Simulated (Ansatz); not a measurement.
Relaxation of C$_{3}$H$_{11}$BO (16 atoms, charge 0, multiplicity 1), to a largest force component of 0.03 eV/Å in at most 50 steps.

Theory: RKS BLYP/def2-SVP (Ansatz).

```xyz
16
Properties=species:S:1:pos:R:3
B 0.517 -0.308 -0.629
O 1.784 0.357 -0.444
C 0.422 -1.750 0.012
C -0.575 0.329 -1.592
H 0.422 1.064 1.232
C -0.535 1.026 1.745
H 1.816 1.205 -0.929
H 0.830 -2.476 -0.730
H 1.041 -1.859 0.925
H -0.613 -2.080 0.233
H -0.609 1.439 -1.563
H -0.301 0.051 -2.637
H -1.602 -0.054 -1.426
H -0.375 0.660 2.777
H -0.973 2.043 1.787
H -1.250 0.355 1.237
```

**Question.** Where does it end, and by what steps?

**Answer.** It converged. The force dipped under the threshold on the way, but the program's further checks kept it going. After 30 steps the energy has fallen by 0.311 eV; H16 moved furthest, 2.17 Å.

| step | energy less start (eV) | largest force component (eV/Å) | accepted |
| --- | --- | --- | --- |
| 0 | 0.0000 | 1.646 | yes |
| 2 | -0.2244 | 0.300 | yes |
| 4 | -0.2353 | 0.071 | yes |
| 6 | -0.2591 | 0.118 | yes |
| 8 | -0.2615 | 0.566 | no |
| 10 | -0.2863 | 0.118 | yes |
| 12 | -0.2933 | 0.159 | yes |
| 14 | -0.2997 | 0.168 | yes |
| 16 | -0.3024 | 0.071 | yes |
| 18 | -0.3052 | 0.122 | yes |
| 20 | -0.3072 | 0.090 | yes |
| 22 | -0.3083 | 0.139 | yes |
| 24 | -0.3092 | 0.009 | yes |
| 26 | -0.3099 | 0.054 | yes |
| 28 | -0.3107 | 0.026 | yes |
| 30 | -0.3112 | 0.020 | yes |

```xyz
16
Properties=species:S:1:pos:R:3
B 0.485 -0.671 -1.006
O 1.002 0.181 -0.055
C 0.735 -2.222 -0.781
C -0.326 -0.118 -2.260
H -0.171 1.268 2.145
C -0.691 1.918 2.874
H 0.829 1.121 -0.256
H 1.319 -2.647 -1.628
H 1.279 -2.444 0.159
H -0.225 -2.784 -0.772
H -0.392 0.990 -2.322
H 0.117 -0.484 -3.212
H -1.366 -0.513 -2.248
H -0.281 1.736 3.886
H -0.541 2.981 2.606
H -1.773 1.687 2.870
```

Run time: 63 s on 4 threads of Arm Neoverse N1 (shared host), peak memory 0.16 GiB.
